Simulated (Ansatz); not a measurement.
Stepwise reaction of `F[SiH](F)[SiH](F)F` with hydrogen, as a gas-phase model of exchange steps in deposition or etching. ΔE in kJ/mol.

Isolated molecules relaxed with PBE0-D4/def2-TZVP in Ansatz; ΔE leaves out vibrations. CCSD(T)/CBS adds triple-zeta CCSD(T) − MP2 to the extrapolated MP2 energy (def2 sets, frozen cores). This one scheme is used for every species. DFT in def2-TZVPP. B3LYP here is the variant with VWN-RPA as its local correlation; programs differ in this. Each species was taken in one conformer, which may not be the lowest.

```json
{"step": "1", "reaction": "`F[SiH](F)[SiH](F)F` + H₂ → `F[SiH2][SiH](F)F` + H–F", "PBE-D4": "118.3", "B3LYP-D4": "126.6", "ωB97M-V": "125.9", "CCSD(T)/CBS": "122.3"}
{"step": "2", "reaction": "`F[SiH2][SiH](F)F` + H₂ → `F[SiH](F)[SiH3]` + H–F", "PBE-D4": "87.2", "B3LYP-D4": "97.7", "ωB97M-V": "95.5", "CCSD(T)/CBS": "92.7"}
{"step": "3", "reaction": "`F[SiH](F)[SiH3]` + H₂ → `F[SiH2][SiH3]` + H–F", "PBE-D4": "122.3", "B3LYP-D4": "130.5", "ωB97M-V": "130.5", "CCSD(T)/CBS": "126.7"}
```

Q: Give the row of step 4, `F[SiH2][SiH3]` + H₂ → `[SiH3][SiH3]` + H–F. (An estimate is asked.)

A: Ansatz gave: 
| step | reaction | PBE-D4 | B3LYP-D4 | ωB97M-V | CCSD(T)/CBS |
| --- | --- | --- | --- | --- | --- |
| 4 | `F[SiH2][SiH3]` + H₂ → `[SiH3][SiH3]` + H–F | 91.1 | 101.0 | 99.7 | 96.7 |

Q: By hand: ΔE of the 4 steps together at CCSD(T)/CBS.

A: (122.3) + (92.7) + (126.7) + (96.7) = 438.4 kJ/mol, or 109.6 kJ/mol a step.

In ΔE step 2 is the lowest and step 3 the highest. All are uphill at CCSD(T)/CBS. PBE-D4 differs from CCSD(T)/CBS by -5.6 to -4.0 kJ/mol a step. Only this route is followed, and other bonds may react first. Isolated molecules leave out the surface, adducts and barriers. Largest T1 diagnostic: 0.013.
